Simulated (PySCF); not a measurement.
Mass spectrum arithmetic for `Cl[C@@H]1C[C@H]2CCC[C@H]21`

Species: `Cl[C@@H]1C[C@H]2CCC[C@H]21`.

Calculated from isotope tables alone.

Molar mass and exact mass?

For C7H11Cl, with standard atomic weights, 1 × 35.450 + 7 × 12.011 + 11 × 1.008 = 130.615 g/mol. From the most abundant isotopes (35Cl, 12C, 1H), 1 × 34.968853 + 7 × 12.000000 + 11 × 1.007825 = 130.0549 u.

What cluster does the molecular ion M+• show when like nominal masses merge?

| nominal mass | m/z (centroid) | relative intensity |
| --- | --- | --- |
| 130 | 130.0544 | 100.0 |
| 131 | 131.0578 | 7.7 |
| 132 | 132.0515 | 32.2 |
| 133 | 133.0549 | 2.5 |

Cut off at 0.1 %. One electron mass, 0.00055 u, is taken off. Abundances used (%; other tables differ somewhat): 35Cl 75.78, 37Cl 24.22; 12C 98.93, 13C 1.07; 1H 99.9885, 2H 0.0115.

What share of all molecules is the monoisotopic species?

0.7578 × 0.9893^7 × 0.999885^11 = 70.19 %.

Which m/z would the protonated, sodiated and deprotonated molecule have?

[M+H]+ 131.0622, [M+Na]+ 153.0441, [M−H]− 129.0477, for the monoisotopic species (arithmetic only; whether such ions form is another matter).

Which singly substituted isotopologues are there?

Intensity in % of the monoisotopic species:

```json
{"isotope": "13C", "mass shift (u)": "+1.00335", "m/z": "131.0577", "intensity (%)": "7.57"}
{"isotope": "2H", "mass shift (u)": "+1.00628", "m/z": "131.0607", "intensity (%)": "0.13"}
{"isotope": "37Cl", "mass shift (u)": "+1.99705", "m/z": "132.0514", "intensity (%)": "31.96"}
```

Species under 0.02 % are left out.

Protons, neutrons, electrons, and exact less nominal mass of the monoisotopic species?

70 protons, 60 neutrons and 70 electrons; 130.0549 − 130 = +0.0549 u.

Double-bond equivalents and nitrogen rule?

(2 × 7 + 2 + 0 − 12)/2 = 2; the structure has 2 rings and 0 π bonds. The nominal mass 130 is even, with 0 nitrogens, as the rule says.
